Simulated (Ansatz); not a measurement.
AlCu₂: single points at one geometry.

```yaml
crystal:
  periodic: [false, false, false]
  atoms:
    - {symbol: Cu, position_ang: [-2.058400, -0.542945, -0.859728]}
    - {symbol: Cu, position_ang: [2.058385, 0.542981, 0.859728]}
    - {symbol: Al, position_ang: [0.000005, -0.000036, 0.000000]}
basis:
  gaussian: {orbitals: def2-TZVP, initial_orbitals: start.molden}
magnetization: {spin_polarized: true, initial_magnetization: 1}
hamiltonian: {xc: {name: BLYP}, dispersion: d4}
scf: {omitted_lower_state_checks: [starts]}
output: {orbitals: {seedname: orbitals}}
```

The file start.molden holds the orbitals of an earlier run on this structure, at another level or in another basis.

```sh
$ ansatz run in.yaml --threads 2 --pin off --events-out ev --progress --plain --max-ram 4352MiB
```

It prints (some lines left out):

```
Functional definition: BLYP
1165 factors; their error is unknown
mean field evaluation 1: about -95883.7266 eV, gradient 1.0e1 eV
mean field evaluation 2: about -95884.0389 eV, gradient 4.2e-1 eV
mean field evaluation 4: about -95884.3215 eV, gradient 1.1e0 eV
mean field evaluation 8: about -95884.3546 eV, gradient 7.4e-2 eV
mean field evaluation 16: about -95884.3547 eV, gradient 1.8e-5 eV
mean field -95884.35474386 eV, -3523.6850440870 hartree, gradient 5.4e-6 eV, S^2 0.754441; 0 other end points of the search recorded, 0 dependent functions left out
reference -95884.35502896 eV, -3523.6850545642 hartree; 36, 35 occupied and 91, 92 virtual orbitals, 1165 factors
Total energy: -95884.51920129 eV, -3523.6910877860 hartree
Checks for a lower state left out: starts
```

Run time 4.9 s (2 threads of Arm Neoverse V2 on a shared host).

As the first input, with `hamiltonian: {xc: hf}` (abridged; 8 s):

```
Functional definition: HF
mean field evaluation 16: about -95777.2839 eV, gradient 5.8e-6 eV
mean field -95777.28387910 eV, -3519.7502623824 hartree, gradient 5.8e-6 eV, S^2 0.769839
Total energy: -95777.28387910 eV, -3519.7502623824 hartree
Checks for a lower state left out: starts
```

The first input with `hamiltonian: {xc: r2scan, dispersion: d4}` (abridged; 26 s):

```
Functional definition: r2SCAN
mean field evaluation 16: about -95876.7286 eV, gradient 1.2e-3 eV
mean field -95876.72859462 eV, -3523.4047882717 hartree, gradient 3.0e-6 eV, S^2 0.785842
Total energy: -95876.74420072 eV, -3523.4053617853 hartree
Checks for a lower state left out: starts
```

As the first input, with `hamiltonian: {xc: {name: revPBE}, dispersion: d4}` (abridged; 9 s):

```
Functional definition: revPBE
mean field evaluation 16: about -95871.8762 eV, gradient 2.1e-5 eV
mean field -95871.87621424 eV, -3523.2264665818 hartree, gradient 8.1e-6 eV, S^2 0.760388
Total energy: -95872.02784332 eV, -3523.2320388477 hartree
Checks for a lower state left out: starts
```

First input, but with `gaussian: {orbitals: def2-TZVP}`, `hamiltonian: {xc: pbe0, dispersion: d4}` and without the key `scf` (abridged; 88 s):

```
Functional definition: PBE0
mean field evaluation 16: about -95861.5804 eV, gradient 1.1e-3 eV
mean field evaluation 32: about -95861.6169 eV, gradient 6.6e-2 eV
mean field evaluation 64: about -95861.5836 eV, gradient 2.8e-1 eV
mean field evaluation 96: about -95861.5145 eV, gradient 2.4e0 eV
mean field evaluation 128: about -95861.5720 eV, gradient 1.7e0 eV
mean field evaluation 160: about -95861.6082 eV, gradient 2.5e-1 eV
mean field evaluation 192: about -95861.6175 eV, gradient 6.9e-1 eV
mean field -95861.62240353 eV, -3522.8496459882 hartree, gradient 1.8e-6 eV, S^2 0.757193; 15 other end points of the search recorded, 0 dependent functions left out
Total energy: -95861.69247940 eV, -3522.8522212290 hartree
```

The first input with `hamiltonian: {xc: {name: r2SCAN0}, dispersion: d4}` (abridged; 48 s):

```
Functional definition: r2SCAN0
mean field evaluation 16: about -95873.4060 eV, gradient 8.3e-6 eV
mean field -95873.40599329 eV, -3523.2826849249 hartree, gradient 8.3e-6 eV, S^2 0.761631
Total energy: -95873.42705607 eV, -3523.2834589678 hartree
Checks for a lower state left out: starts
```

As the first input, with `hamiltonian: {xc: {name: r2SCANh}, dispersion: d4}` (abridged; 76 s):

```
Functional definition: r2SCANh
mean field evaluation 16: about -95875.3230 eV, gradient 9.6e-4 eV
mean field evaluation 32: about -95875.3230 eV, gradient 4.8e-4 eV
mean field -95875.32298352 eV, -3523.3531330164 hartree, gradient 7.2e-6 eV, S^2 0.791213
Total energy: -95875.34126783 eV, -3523.3538049523 hartree
Checks for a lower state left out: starts
```

Geometry: PBE-D4/def2-TZVP, that of the charge +1 singlet.

The structure comes from a short search, and lower isomers may exist.
